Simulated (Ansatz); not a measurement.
Reaction (ligand exchange at the Si–C bond): `CC(F)(F)[SiH2]F` + `BC(=C)S` → `BC(=C)S[SiH2]F` + `CC(F)F`

Computed with Ansatz on PBE0-D4/def2-TZVP structures; ΔE is electronic, products minus reactants. CBS: MP2 limit from def2 TZ/QZ plus the TZ coupled-cluster correction, frozen cores. Functionals use def2-TZVPP. One conformer a species, not always the lowest.

`CC(F)(F)[SiH2]F`:

Z-matrix (Å, degrees):
```
C
C 1 1.500
H 1 1.092 2 109.2
H 1 1.091 2 110.0 3 -119.9
H 1 1.091 2 110.2 3 119.9
F 2 1.373 1 109.0 3 56.5
F 2 1.379 1 109.2 3 -58.9
Si 2 1.916 1 117.2 3 -179.5
F 8 1.598 2 107.9 1 -55.0
H 8 1.478 2 109.5 1 -173.9
H 8 1.481 2 109.1 1 62.6
```

`BC(=C)S`:

Cartesian coordinates in Å:
```
B 0.750 0.679 0.742
C -0.184 -0.068 -0.224
C -0.431 -1.372 -0.004
S -0.929 0.743 -1.599
H 1.222 0.070 1.656
H 1.008 1.838 0.597
H -1.077 -1.975 -0.637
H 0.031 -1.864 0.843
H -0.391 1.949 -1.373
```

`BC(=C)S[SiH2]F`:

Z-matrix (Å, degrees):
```
Si
S 1 2.114
F 1 1.597 2 113.8
H 1 1.479 2 104.6 3 116.7
H 1 1.480 2 110.6 3 -121.0
C 2 1.779 1 103.3 3 82.4
C 6 1.343 2 117.5 1 161.2
B 6 1.539 2 123.9 1 -24.2
H 7 1.086 6 123.2 2 -0.5
H 7 1.084 6 119.4 2 178.6
H 8 1.194 6 122.5 2 -5.4
H 8 1.195 6 117.7 2 175.9
```

`CC(F)F`:

Cartesian coordinates in Å:
```
C 0.299 -0.617 0.383
C -0.213 0.554 -0.396
F -0.288 1.655 0.400
F -1.471 0.305 -0.850
H -0.367 -0.812 1.225
H 1.300 -0.404 0.758
H 0.338 -1.499 -0.257
H 0.403 0.817 -1.263
```

```
             level  ΔE (kJ/mol)
           PBE0-D4        -96.4
     HF/def2-TZVPP        -96.5
SCS-MP2/def2-TZVPP        -96.0
   CCSD/def2-TZVPP        -92.9
```

Question: What does CCSD(T)/CBS give? (Best estimate.)

Answer: The calculation gave: -93.9 kJ/mol. The listed levels differ from it by -2.5, -2.6, -2.1, 1.0 kJ/mol.

Largest T1 diagnostic among the species: 0.012.

From PBE to PBE0 (25 % exact exchange), in def2-TZVPP and without D4, ΔE moves by −5.9 kJ/mol. The D4 term adds −3.3 kJ/mol with B3LYP and −1.8 kJ/mol with PBE0; it sums over pairs of atoms, weighted by their polarisabilities, and B3LYP, whose exchange is more repulsive, gets the larger term.

B3LYP here is the variant with VWN-RPA as its local correlation; programs differ in this.
